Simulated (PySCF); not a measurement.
Predicted microwave data (PBE0/pcSseg-1 in PySCF (dipole) on a GFN2-xTB geometry, gas phase) for one isomer of C5H8F2SSi:

```
Rotational constants : A = 1606, B = 781.2, C = 565.6 MHz
Dipole components    : |μa| = 1.93 D, |μb| = 0.40 D, |μc| = 0.62 D
Inertial defect      : -67.95 u·Å²
κ                    : -0.59
```

Problem. Which structure is it? (One computed conformer of each.)
A. `[CH3:1][C:2]1([SiH:3]([F:4])[F:5])[CH2:6][C:7](=[S:8])[CH2:9]1` with C1–C2–Si3–F4 177°
B. `[CH2:1]=[CH:2][SiH2:3][C@@H:4]1[S:5][C@H:6]1[CH:7]([F:8])[F:9]` with C1–C2–Si3–C4 -10°, C2–Si3–C4–S5 162°, S5–C6–C7–F8 148°
C. `[CH2:1]=[CH:2][SiH2:3][C@@H:4]1[S:5][C@@H:6]1[CH:7]([F:8])[F:9]` with C1–C2–Si3–C4 130°, C2–Si3–C4–S5 162°, S5–C6–C7–F8 103°
D. `[CH3:1][C:2]#[C:3][CH2:4][Si@@H:5]([SH:6])[CH:7]([F:8])[F:9]` with C3–C4–Si5–S6 178°, C4–Si5–S6–H 140°, C4–Si5–C7–F8 -57°
E. `[F:1][C@@H:2]1[CH2:3][S:4][CH:5]=[CH:6][CH2:7][Si@@H:8]1[F:9]` with F1–C2–C3–S4 -97°, C2–C3–S4–C5 66°, C3–S4–C5–C6 -90°, C5–C6–C7–Si8 34°
F. `[F:1][C@@H:2]1[CH2:3][S:4][CH:5]=[CH:6][CH2:7][Si@H:8]1[F:9]` with F1–C2–C3–S4 171°, C2–C3–S4–C5 91°, C3–S4–C5–C6 -74°, C5–C6–C7–Si8 72°

Solution. C. It is C=C[SiH2][C@@H]1S[C@@H]1C(F)F, an asymmetric top, point group C1. The candidates at the same level (rigid rotor, commonest isotopes):

| SMILES | A (MHz) | B (MHz) | C (MHz) | μa (D) | μb (D) | μc (D) | Δ (u·Å²) | point group | rotor |
| --- | --- | --- | --- | --- | --- | --- | --- | --- | --- |
| F[C@@H]1CSC=CC[Si@@H]1F | 1628 | 1078 | 937.1 | 1.68 | 0.00 | 0.11 | -239.63 | C1 | asymmetric top |
| F[C@@H]1CSC=CC[Si@H]1F | 1561 | 1016 | 687.8 | 1.64 | 1.51 | 1.19 | -86.41 | C1 | asymmetric top |
| C=C[SiH2][C@@H]1S[C@H]1C(F)F | 1499 | 808.6 | 555.8 | 1.86 | 0.38 | 0.68 | -52.84 | C1 | asymmetric top |
| CC1([SiH](F)F)CC(=S)C1 | 2210 | 654.4 | 583.9 | 1.31 | 2.44 | 1.47 | -135.53 | C1 | near-prolate asymmetric top |
| C=C[SiH2][C@@H]1S[C@@H]1C(F)F | 1606 | 781.2 | 565.6 | 1.93 | 0.40 | 0.62 | -67.95 | C1 | asymmetric top |
| CC#CC[Si@@H](S)C(F)F | 1598 | 601.3 | 489.4 | 2.63 | 0.05 | 0.83 | -124.02 | C1 | asymmetric top |

`F[C@@H]1CSC=CC[Si@H]1F` has B 30 % too high; `CC#CC[Si@@H](S)C(F)F` has B 23 % too low; `C=C[SiH2][C@@H]1S[C@H]1C(F)F` has A 7 % too low; `F[C@@H]1CSC=CC[Si@@H]1F` has C 66 % too high; `CC1([SiH](F)F)CC(=S)C1` has A 38 % too high. No structure here is proved a minimum.
